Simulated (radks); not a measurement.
Effect of the nuclear size on the iridium ion Ir2+, [Xe] 4f14 5d7. All-electron calculation, Dirac Kohn-Sham, relativistic LDA (MacDonald-Vosko exchange, VWN5 correlation), spin-unpolarised, spherical densities, finite nucleus; open shells fill j = l - 1/2 first; Fermi nuclear charge, rms radius 5.4032 fm. Program: a radial shooting solver on a logarithmic mesh with Libxc functionals. The rms radius is varied about that value; shifts are against it.

| rms radius (fm) | total energy shift (eV) | density at nucleus (e/bohr^3) | 1s1/2 shift (meV) | 2s1/2 shift (meV) | 5s1/2 shift (meV) | 5p1/2 shift (meV) | 5d5/2 shift (meV) | 6s1/2 (empty) shift (meV) | 6p1/2 (empty) shift (meV) |
|---|---|---|---|---|---|---|---|---|---|
| 4.3766 | -27.3 | 1.942e+06 | -10900 | -1590 | -17.2 | -0.234 | 0.162 | -2.32 | -0.106 |
| 4.8953 | -14.0 | 1.861e+06 | -5600 | -812 | -8.80 | -0.120 | 0.083 | -1.19 | -0.054 |
| 5.4032 | 0 | 1.793e+06 | 0.000 | 0.000 | 0.000 | 0.000 | 0.000 | 0.000 | 0.000 |
| 5.7058 | 8.74 | 1.757e+06 | 3500 | 507 | 5.50 | 0.076 | -0.052 | 0.742 | 0.034 |
| 6.2893 | 26.4 | 1.693e+06 | 10600 | 1530 | 16.6 | 0.230 | -0.157 | 2.24 | 0.102 |

Slopes of the eigenvalues against <r^2> in GHz/fm^2, as finite differences over the two radii next to the reference (eigenvalue slopes, not the field-shift constants of lines): 1s1/2 256000, 2s1/2 37100, 5s1/2 403, 5p1/2 5.52, 5d5/2 -3.80, 6s1/2 (empty) 54.3, 6p1/2 (empty) 2.47.
